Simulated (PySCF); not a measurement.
Compound: 3,3,3-trifluoropropanal, C3H3F3O.
Cartesian coordinates in Å at the PBE0-D3(BJ)/def2-SVP level; atoms count from 1:
```
atom  x, y, z in Å
O1     2.394   -0.071    0.608
C2     1.252    0.292    0.623
C3     0.101   -0.583    0.180
C4    -0.955    0.177   -0.581
F5    -0.435    0.777   -1.656
F6    -1.932   -0.628   -0.995
F7    -1.506    1.131    0.179
H8     0.964    1.307    0.995
H9    -0.378   -1.007    1.078
H10    0.485   -1.409   -0.434
```

Level of theory: PySCF, delta-SCF UKS SCAN, pcX-2 on the ionised atom, pcseg-1 elsewhere, spin-free X2C. The ground state was rerun for each ionised atom, in the same mixed basis as its hole state.

| ionised atom | basis functions | E(ground) (Eh) | binding energy (eV) |
| --- | --- | --- | --- |
| C2 | 144 | -491.00628 | 294.544 |
| C3 | 144 | -491.00273 | 292.397 |
| C4 | 144 | -491.01348 | 298.861 |
| O1 | 144 | -491.02737 | 538.998 |
| F5 | 144 | -491.04676 | 694.434 |

Problem. Fill in the total energy of each core-ionised state.

Solution. With binding energy = E(ionised) − E(ground) and 27.2114 eV a hartree:

```json
{"atom": "C2", "binding energy (Eh)": "10.8243", "E(ionised) (Eh)": "-480.1820"}
{"atom": "C3", "binding energy (Eh)": "10.7454", "E(ionised) (Eh)": "-480.2574"}
{"atom": "C4", "binding energy (Eh)": "10.9829", "E(ionised) (Eh)": "-480.0306"}
{"atom": "O1", "binding energy (Eh)": "19.8078", "E(ionised) (Eh)": "-471.2196"}
{"atom": "F5", "binding energy (Eh)": "25.5200", "E(ionised) (Eh)": "-465.5268"}
```

Problem. How much do the ground-state energies differ, and what would follow from using one of them for all holes?

Solution. They run from -491.0468 Eh (core basis on F5) to -491.0027 Eh (on C3), 0.0441 Eh or 1.20 eV apart, though the state is the same; only basis and grid differ. Pairing the ion of C3 with the ground state of F5 would put its binding energy 1.20 eV too high.

Lowest listed C 1s: C3, bonded to 2 C and 2 H. Highest, 6.46 eV above it: C4, bonded to 3 F and C. The widest gap between neighbouring values is 4.32 eV, between 294.54 and 298.86 eV.

Only 1s holes are shown. Topologically equivalent atoms share the value of their first member; where this conformer doesn't relate them by symmetry, their own values could differ. The unrestricted hole states depart most from a pure doublet (⟨S²⟩ = 0.75; over 0.85 named) for C 1s of C2 (0.87), which makes this value less certain. Isolated species at its PBE0-D3(BJ)/def2-SVP geometry (one conformer only).
